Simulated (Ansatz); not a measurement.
`[CH3][W](=[NH])(=[NH])[NH2]`, one more setting.

```yaml
crystal:
  periodic: [false, false, false]
  atoms:
    - {symbol: C, position_ang: [-1.557471, 0.669336, 0.450165]}
    - {symbol: W, position_ang: [0.454154, -0.020525, 0.058074]}
    - {symbol: N, position_ang: [1.008111, -0.525462, 1.546124]}
    - {symbol: N, position_ang: [1.231797, 1.354068, -0.707695]}
    - {symbol: N, position_ang: [0.282059, -1.536339, -1.255815]}
    - {symbol: H, position_ang: [-2.131647, -0.116396, 0.887728]}
    - {symbol: H, position_ang: [-1.491182, 1.517177, 1.124206]}
    - {symbol: H, position_ang: [-2.062307, 1.031328, -0.438587]}
    - {symbol: H, position_ang: [1.654272, -0.561370, 2.396121]}
    - {symbol: H, position_ang: [1.899855, 2.043358, -0.824197]}
    - {symbol: H, position_ang: [0.351958, -2.504641, -1.005125]}
    - {symbol: H, position_ang: [0.413279, -1.392979, -2.217288]}
basis:
  gaussian: {orbitals: def2-TZVP, fitting: {mean_field: cc-pVTZ-jkfit}}
total_charge: 1
magnetization: {spin_polarized: true, initial_magnetization: 1}
hamiltonian: {xc: {name: wB97X}}
accuracy: high
output: {forces: true}
```

```sh
$ ansatz run in.yaml --threads 4 --pin off --events-out ev --progress --plain --max-ram 11315MiB
```

Output, abridged:

```
Functional definition: wB97X
  name "wB97X"
  cite "Chai & Head-Gordon, J. Chem. Phys. 128, 084106 (2008) doi:10.1063/1.2834918"
  cite "Becke, J. Chem. Phys. 107, 8554 (1997) doi:10.1063/1.475007"
  parameter omega = 0.3/bohr
  parameter cx = 0.157706
  parameter cx1 = 0.726479
  parameter cx2 = 1.04760
  parameter cx3 = -5.70635
  parameter cx4 = 13.2794
  parameter css1 = -4.33879
  parameter css2 = 18.2308
  parameter css3 = -31.7430
  parameter css4 = 17.2901
  parameter cos1 = 2.37031
  parameter cos2 = -11.3995
  parameter cos3 = 6.58405
  parameter cos4 = -3.78132
  # The coefficients of nought are those of the uniform gas.
  exchange = spin_sum(e_x_unif_sr(omega)*poly(b97_u_x, 1 - cx, cx1, cx2, cx3, cx4)) + cx*exact_x_sr(omega)
      + exact_x_lr(omega)
  correlation = spin_sum(e_c_pw_same_spin*poly(b97_u_same, 1, css1, css2, css3, css4))
      + integral(e_c_pw_opposite_spin*poly(b97_u_opposite, 1, cos1, cos2, cos3, cos4))
Error: <dir> the basis set cc-pVTZ-JKFIT has no functions for W
```
